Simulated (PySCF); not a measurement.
Isomers of C8H17N, from PBE0-D3(BJ)/def2-SVP geometry optimisation, gas phase (PySCF 2.14.0). One conformer each, no zero-point energy, no frequencies.

Question: Which is lower in electronic energy at this level?
A. `[CH3:1][CH2:2][CH2:3][CH2:4][N:5]1[CH2:6][CH2:7][CH2:8][CH2:9]1` with C1–C2–C3–C4 179°, C2–C3–C4–N5 174°, C3–C4–N5–C6 66°, C4–N5–C6–C7 167°, N5–C6–C7–C8 -18°, C6–C7–C8–C9 -8°, C7–C8–C9–N5 31° (1-butylpyrrolidine): A = 4840, B = 639.8, C = 592.2 MHz, dipole 0.35 D
B. `[CH3:1][N:2]([CH:3]1[CH2:4][CH2:5]1)[C:6]([CH3:7])([CH3:8])[CH3:9]` with C1–N2–C3–C4 -70°: A = 2440, B = 1247, C = 1051 MHz, dipole 0.50 D

Answer: A. That is `CCCCN1CCCC1` (1-butylpyrrolidine), 22.6 kcal/mol below the other.

```csv
SMILES,mapped SMILES,E (Eh),relative (kcal/mol),relative (kJ/mol),dipole (D)
CCCCN1CCCC1,[CH3:1][CH2:2][CH2:3][CH2:4][N:5]1[CH2:6][CH2:7][CH2:8][CH2:9]1,-369.14426,0.0,0.0,0.35
CN(C1CC1)C(C)(C)C,[CH3:1][N:2]([CH:3]1[CH2:4][CH2:5]1)[C:6]([CH3:7])([CH3:8])[CH3:9],-369.10821,22.6,94.6,0.50
```

As drawn, the higher has a three-membered ring, which the lower lacks.
